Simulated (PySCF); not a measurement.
Species: `C=C(C)C(F)(F)[SiH2][SiH2]N`. The columns A, B, C and D hold Mulliken, IAO, Hirshfeld and ESP-fitted charges (e) of one PBE0/pcSseg-1 density (PySCF), in a shuffled order. Coordinates in Å (GFN2-xTB); the density's dipole moment is (0.80, 1.52, 1.75) D.

```json
{"atom": "C1", "x": "-2.414", "y": "-1.366", "z": "1.159", "A": "-0.105", "B": "-0.322", "C": "-0.021", "D": "-0.614"}
{"atom": "C2", "x": "-1.967", "y": "-0.600", "z": "0.175", "A": "-0.013", "B": "-0.009", "C": "-0.502", "D": "+0.407"}
{"atom": "C3", "x": "-2.780", "y": "0.475", "z": "-0.475", "A": "-0.120", "B": "-0.425", "C": "-0.140", "D": "-0.618"}
{"atom": "C4", "x": "-0.562", "y": "-0.715", "z": "-0.323", "A": "+0.098", "B": "+0.325", "C": "+0.368", "D": "+0.074"}
{"atom": "F5", "x": "-0.049", "y": "-1.968", "z": "-0.071", "A": "-0.099", "B": "-0.309", "C": "-0.309", "D": "-0.178"}
{"atom": "F6", "x": "-0.523", "y": "-0.613", "z": "-1.699", "A": "-0.104", "B": "-0.314", "C": "-0.314", "D": "-0.182"}
{"atom": "Si7", "x": "0.700", "y": "0.572", "z": "0.413", "A": "+0.221", "B": "+0.406", "C": "+0.305", "D": "+0.125"}
{"atom": "Si8", "x": "2.753", "y": "0.082", "z": "-0.523", "A": "+0.289", "B": "+0.639", "C": "+0.499", "D": "+0.608"}
{"atom": "N9", "x": "3.802", "y": "1.261", "z": "0.176", "A": "-0.322", "B": "-0.841", "C": "-0.633", "D": "-1.031"}
{"atom": "H10", "x": "-1.805", "y": "-2.133", "z": "1.603", "A": "+0.042", "B": "+0.161", "C": "+0.114", "D": "+0.215"}
{"atom": "H11", "x": "-3.412", "y": "-1.256", "z": "1.545", "A": "+0.049", "B": "+0.152", "C": "+0.107", "D": "+0.219"}
{"atom": "H12", "x": "-2.783", "y": "0.342", "z": "-1.555", "A": "+0.043", "B": "+0.163", "C": "+0.142", "D": "+0.183"}
{"atom": "H13", "x": "-3.802", "y": "0.452", "z": "-0.108", "A": "+0.050", "B": "+0.151", "C": "+0.116", "D": "+0.175"}
{"atom": "H14", "x": "-2.349", "y": "1.453", "z": "-0.260", "A": "+0.044", "B": "+0.151", "C": "+0.135", "D": "+0.167"}
{"atom": "H15", "x": "0.095", "y": "1.876", "z": "0.104", "A": "-0.070", "B": "-0.099", "C": "-0.052", "D": "-0.040"}
{"atom": "H16", "x": "0.513", "y": "0.392", "z": "1.862", "A": "-0.073", "B": "-0.095", "C": "-0.044", "D": "-0.042"}
{"atom": "H17", "x": "2.852", "y": "0.344", "z": "-1.962", "A": "-0.073", "B": "-0.111", "C": "-0.073", "D": "-0.096"}
{"atom": "H18", "x": "3.163", "y": "-1.318", "z": "-0.299", "A": "-0.088", "B": "-0.143", "C": "-0.086", "D": "-0.150"}
{"atom": "H19", "x": "4.734", "y": "1.358", "z": "-0.195", "A": "+0.118", "B": "+0.262", "C": "+0.195", "D": "+0.394"}
{"atom": "H20", "x": "3.831", "y": "1.374", "z": "1.176", "A": "+0.113", "B": "+0.258", "C": "+0.193", "D": "+0.386"}
```

Problem. Which column most likely holds the ESP-fitted charges?

Solution. D. Σ q r misses the density's dipole by 0.02 D (D), 1.05 D (A), 1.17 D (B), 1.85 D (C). Charges fitted to the outside potential are the only set here that is tied to the molecule's multipoles.

Problem. And the Hirshfeld charges?

Solution. A. The mean sizes are 0.107 e (A), 0.217 e (C), 0.267 e (B), 0.295 e (D), and Hirshfeld charges are commonly the smallest of these schemes.

As computed, A = Hirshfeld, B = IAO, C = Mulliken, D = ESP-fitted. Hydrogens on carbon: Hirshfeld +0.04 to +0.05, IAO +0.15 to +0.16, Mulliken +0.11 to +0.14, ESP-fitted +0.17 to +0.22 e.

The Hirshfeld scheme weights the molecular density at each point by an atom's share of the summed free-atom densities. The Mulliken scheme counts on each atom the diagonal of the density matrix times the overlap matrix over that atom's basis functions.

One conformer (not necessarily the lowest) at the GFN2-xTB geometry, without solvent, vibrations or thermal averaging.

Shape of the structure used: `[CH2:1]=[C:2]([CH3:3])[C:4]([F:5])([F:6])[SiH2:7][SiH2:8][NH2:9]`: C1–C2–C4–F5 25°, C2–C4–Si7–Si8 179°, C4–Si7–Si8–N9 180°, H–N9–Si8–Si7 -170°, H–N9–Si8–Si7 52°.
